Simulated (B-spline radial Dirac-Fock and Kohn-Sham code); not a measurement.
**Dipole and non-dipole photoemission parameters of Xe⁴⁺ 4s**

System: xenon as Xe⁴⁺, [Kr] 4d10 5s2 5p2; threshold 257.4 eV (orbital energy of the model). The computed values come from a radial atomic solver: Dirac-Hartree-Slater photoionisation with a Latter tail; cross sections with all multipoles, angular parameters from the dipole term and its interference with E2.

The run's input, task.json:

```json
{"items": [{
  "Z": 54,
  "q": 4,
  "cfg": [[1, 0, 2], [2, 0, 2], [2, 1, 6], [3, 0, 2], [3, 1, 6], [3, 2, 10], [4, 0, 2], [4, 1, 6], [4, 2, 10], [5, 0, 2], [5, 1, 2]],
  "A": 132,
  "rrms": 4.7859,
  "do": "xps",
  "hv": [53.8, 54.7, 91.0, 166.0, 200, 254.0, 272.0, 400, 426.0, 472.0, 567.0, 600, 644.0, 694.0, 882.0, 1253.6, 2060.0, 2984.4, 3390.0, 3420.0, 4350.0, 4520.0, 5720.0, 6000, 9251.7, 11000.0, 11900.0, 12000, 13500.0, 14000.0]
}]}
```

Run with: `python xray2_run.py task.json out`

```
hν (eV)  σ (kb)      β       γ
    272     136  1.948   0.339
    400    95.3  1.967   0.406
    426    88.8  1.969   0.406
    472    78.7  1.972   0.404
    567    62.0  1.975   0.388
    600    57.3  1.976   0.379
    644    51.9  1.977   0.367
    694    46.7  1.978   0.352
    882       ?      ?       ?
 1253.6    18.5  1.984   0.181
   2060    7.88  1.987   0.009
 2984.4    4.01  1.988  -0.086
   3390    3.17  1.988  -0.104
   3420    3.11  1.988  -0.105
   4350    1.97  1.989  -0.105
   4520    1.83  1.989  -0.101
   5720    1.16  1.989  -0.042
   6000    1.05  1.989  -0.023
 9251.7   0.434  1.989   0.267
  11000   0.301  1.989   0.447
  11900   0.254  1.989   0.542
  12000   0.250  1.989   0.553
  13500   0.193  1.989   0.711
  14000   0.178  1.989   0.763
```

Q: Give the values at 882 eV.

A: σ = 32.7 kb, β = 1.981, γ = 0.294. For an s subshell δ is negligible.
